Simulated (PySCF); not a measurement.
Runs that did not reach their result, on `CC#C[C@@H]1C[CH2][AlH][CH2]1` (driver script around PySCF, density fitting, GFN2-xTB geometry as the base; each input is a line of settings and coordinates in Å).

Command:
```bash
OMP_NUM_THREADS=1 python probes_run.py task.json out
```
Input:
```
{"job": {"kind": "j", "xc": "PBE0", "basis": "Sadlej pVTZ", "grid": 0, "scf": {"max_cycle": 83}}, "charge": 0, "multiplicity": 1}
C      3.106241     0.476945     0.356542
C      1.778775    -0.069109     0.167238
C      0.710703    -0.585006    -0.046351
C     -0.609941    -1.156713    -0.252505
C     -1.359609    -0.274636    -1.274912
C     -1.369006     1.201532    -0.809479
Al    -0.997490     0.876341     1.132903
C     -1.329109    -1.094193     1.123890
H      3.812542    -0.027140    -0.303423
H      3.425822     0.340514     1.389113
H      3.106594     1.541526     0.125671
H     -0.520376    -2.179931    -0.635539
H     -0.889636    -0.382266    -2.256878
H     -2.380581    -0.651736    -1.353725
H     -0.566942     1.746363    -1.326344
H     -2.296404     1.682266    -1.136963
H     -0.492622     1.817771     2.240887
H     -0.801009    -1.742235     1.832309
H     -2.337756    -1.511042     1.020104
```

Output:
```
KeyError: 'Element al (Z=13) not found in basis Sadlej pVTZ version 1'
```

What went wrong, and what mends it?

The basis Sadlej pVTZ in the Basis Set Exchange has no functions for aluminium, so the input was refused before any integral. Choose a basis that covers all elements. The run gave no result.

Input:
```
{"job": {"kind": "j", "xc": "PBE0", "basis": "cc-pCVDZ", "scf": {"aux": "sto-3g", "max_cycle": 59}, "grid": 0}, "charge": 0, "multiplicity": 1}
(coordinates as above)
```

Output:
```
KeyError: 'Element h (Z=1) not found in basis cc-pCVDZ version 0'
```

What went wrong, and what mends it?

The basis cc-pCVDZ in the Basis Set Exchange has no functions for hydrogen, so the input was refused before any integral. Choose a basis that covers all elements. The run gave no result.

Input:
```
{"job": {"kind": "j", "xc": "PW91", "basis": "6-31G*", "scf": {"max_cycle": 91}}, "charge": 0, "multiplicity": 3}
(coordinates as above)
```

Output:
```
NotImplementedError: this response code serves closed shells only; the SCF ended at -515.37990442 Eh with <S^2> = 2.0048
```

Time: 34 s wall; peak memory 0.49 GiB. Hardware: one thread, Arm Neoverse V2 (aarch64) (shared host).

Diagnose the run.

Multiplicity 3 makes an open shell, and the driver's response routines handle closed shells alone; the run stopped after the SCF. Use an unrestricted response code, or restore the closed-shell charge and spin. The SCF energy in the message belongs to the altered spin state, and the message doesn't say whether it converged.
